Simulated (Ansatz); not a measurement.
Reaction (hydrogen abstraction from the O–H bond): `N[Si](O)(F)F` + `[OH]`• → `N[Si]([O])(F)F`• + H₂O

Calculated with Ansatz (gas phase, PBE0-D4/def2-TZVP geometries, no zero-point term in ΔE). CBS: MP2 limit from def2 TZ/QZ plus the TZ coupled-cluster correction, frozen cores. This one scheme is used for every species. No spin–orbit coupling; open shells (•) take unrestricted orbitals. One conformer a species, not always the lowest.

| species | CCSD(T)/def2-SVP energy (Eh) |
| --- | --- |
| `N[Si](O)(F)F` | -619.58449 |
| `[OH]`• | -75.49018 |
| `N[Si]([O])(F)F`• | -618.88915 |
| H₂O | -76.17468 |

(1) Work out ΔE.

Largest T1 diagnostic among the species: 0.023.

Answers

(1) ΔE = (-618.88915) + (-76.17468) − (-619.58449) − (-75.49018) = 0.01084 Eh = +28.5 kJ/mol. CCSD(T)/CBS gives +17.8 kJ/mol.

From PBE to PBE0 (25 % exact exchange), in def2-TZVPP and without D4, ΔE moves by +33.0 kJ/mol. Leaving LDA and LC-ωPBE aside and taking each functional with its dispersion term where it has one, the values, not all of them listed here, spread over 52.9 kJ/mol, from BLYP-D4 to PBE-QIDH. LDA lies −12.1 kJ/mol from PBE without D4. In def2-TZVPP, CCSD(T) changes the Hartree–Fock value by −19.7 kJ/mol (the triples alone add −4.0 kJ/mol) and MP2 by −7.8 kJ/mol.
